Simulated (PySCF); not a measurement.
Stretching CsSb⁺

Set-up: Cs def2-SVPD with ECP46, Sb def2-SVPD with ECP28; scalar-relativistic core potentials (PySCF 2.14). Energies in eV from Cs⁺ + Sb in their ground configurations at the same level. State: ⁴Σ⁻ (quartet), unpaired electrons σ ↑, π ↑↑.

All columns are TPSS. A positive dipole points towards Sb; it is taken about the centre of mass and depends on that origin.

```json
{"R (Å)": "3.659", "E (eV)": "-0.036", "μ (D)": "-6.21", "Mulliken charge on Cs (basis-dependent)": "0.95", "HOMO (eV)": "-9.36", "LUMO (eV)": "-7.57", "Mayer bond order": "0.13", "⟨S²⟩": "3.75"}
{"R (Å)": "3.829", "E (eV)": "-0.094", "μ (D)": "-6.63", "Mulliken charge on Cs (basis-dependent)": "0.95", "HOMO (eV)": "-9.22", "LUMO (eV)": "-7.48", "Mayer bond order": "0.11", "⟨S²⟩": "3.75"}
{"R (Å)": "4.000", "E (eV)": "-0.123", "μ (D)": "-7.08", "Mulliken charge on Cs (basis-dependent)": "0.96", "HOMO (eV)": "-9.09", "LUMO (eV)": "-7.37", "Mayer bond order": "0.10", "⟨S²⟩": "3.75"}
{"R (Å)": "4.127", "E (eV)": "-0.132", "μ (D)": "-7.43", "Mulliken charge on Cs (basis-dependent)": "0.96", "HOMO (eV)": "-8.99", "LUMO (eV)": "-7.29", "Mayer bond order": "0.09", "⟨S²⟩": "3.75"}
{"R (Å)": "4.255", "E (eV)": "-0.135", "μ (D)": "-7.78", "Mulliken charge on Cs (basis-dependent)": "0.96", "HOMO (eV)": "-8.90", "LUMO (eV)": "-7.20", "Mayer bond order": "0.09", "⟨S²⟩": "3.75"}
{"R (Å)": "4.383", "E (eV)": "-0.134", "μ (D)": "-8.14", "Mulliken charge on Cs (basis-dependent)": "0.96", "HOMO (eV)": "-8.81", "LUMO (eV)": "-7.11", "Mayer bond order": "0.08", "⟨S²⟩": "3.75"}
{"R (Å)": "4.553", "E (eV)": "-0.128", "μ (D)": "-8.62", "Mulliken charge on Cs (basis-dependent)": "0.96", "HOMO (eV)": "-8.70", "LUMO (eV)": "-6.99", "Mayer bond order": "0.08", "⟨S²⟩": "3.75"}
{"R (Å)": "4.766", "E (eV)": "-0.116", "μ (D)": "-9.23", "Mulliken charge on Cs (basis-dependent)": "0.97", "HOMO (eV)": "-8.56", "LUMO (eV)": "-6.84", "Mayer bond order": "0.07", "⟨S²⟩": "3.75"}
{"R (Å)": "5.021", "E (eV)": "-0.101", "μ (D)": "-9.96", "Mulliken charge on Cs (basis-dependent)": "0.97", "HOMO (eV)": "-8.40", "LUMO (eV)": "-6.66", "Mayer bond order": "0.06", "⟨S²⟩": "3.75"}
{"R (Å)": "5.361", "E (eV)": "-0.082", "μ (D)": "-10.92", "Mulliken charge on Cs (basis-dependent)": "0.97", "HOMO (eV)": "-8.22", "LUMO (eV)": "-6.43", "Mayer bond order": "0.05", "⟨S²⟩": "3.75"}
```

A fit through these points gives, at Re = 4.267 Å, μ = -7.81 D and dμ/dR = -2.79 D/Å; the reduced mass is 63.31 u.

How strong is the fundamental in the double-harmonic approximation, I = 42.26·(dμ/dR)²/μred km/mol?

I = 42.26·(-2.79)²/63.31 = 5.20 km/mol at TPSS.

The bond is weak. Basis-set superposition, not corrected here, can be much of De in a small basis, most of all at correlated wavefunction levels. Spin–orbit coupling is left out, which matters for elements this heavy, above all for dissociation energies. For an ion De counts to the pair picked by the measured ionisation energies or electron affinities, which need not be the lowest pair at this level. The state is the lowest determinant that a PBE0 search found; another state may lie lower at other levels.
